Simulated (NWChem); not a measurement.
# C$_{3}$H$_{9}$NSi; SMILES [SiH3]C/C=N/C

```xyz
14

C      0.4965    -2.6161     0.0000
N      0.3259    -1.1755     0.0000
C     -0.8514    -0.6993     0.0000
C     -1.0971     0.7834     0.0000
Si     0.5091     1.8066     0.0000
H     -0.4530    -3.1769     0.0000
H      1.0797    -2.9089    -0.8812
H      1.0797    -2.9089     0.8812
H     -1.7394    -1.3568     0.0000
H     -1.7109     1.0540    -0.8724
H     -1.7109     1.0540     0.8724
H      1.3218     1.5621     1.2181
H      0.1144     3.2470     0.0000
H      1.3218     1.5621    -1.2181
```
Atoms are numbered in this order, from 1.

Geometry: optimised at B3LYP/6-31G* (spherical d).

Symmetry labels are those of Cs in the frame above (b1 and b2, or b-type labels, depend on it).

Task: List the 4 lowest vertical singlet excitations from PBE/6-31G* (spherical d), TDA (NWChem).

Result: 
```csv
state,energy (eV),oscillator strength,symmetry,leading excitation (squared amplitude)
S1,5.24,0.003,a",HOMO → LUMO (0.99)
S2,6.51,0.042,a',HOMO → LUMO+1 (0.98)
S3,6.64,0.002,a",HOMO−2 → LUMO (1.00)
S4,6.91,0.000,a",HOMO−3 → LUMO (0.99)
```
